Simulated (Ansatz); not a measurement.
Predict a relaxed structure of [RuO3N]- (RuNO3⁻), charge -1, singlet, at PBE-D4/def2-SVPD (Ansatz).


```xyz
5

Ru   -0.0001   -0.0002    0.0018
O     1.1299    1.1154    0.7260
O    -1.6260    0.3511    0.5298
O     0.4277   -1.6447    0.3997
N     0.0684    0.1785   -1.6572
```
Point group C3v (tolerance 0.1 Å). The metal has 4 neighbours: O 1.75 Å, O 1.75 Å, O 1.75 Å, N 1.67 Å. This is one stationary point.

In the def2 sets Ru takes a core potential; there is no spin–orbit coupling. The restricted singlet is unstable towards broken spin symmetry in Hartree–Fock (as tested in another run); at PBE-D4/def2-SVPD this wasn't settled.
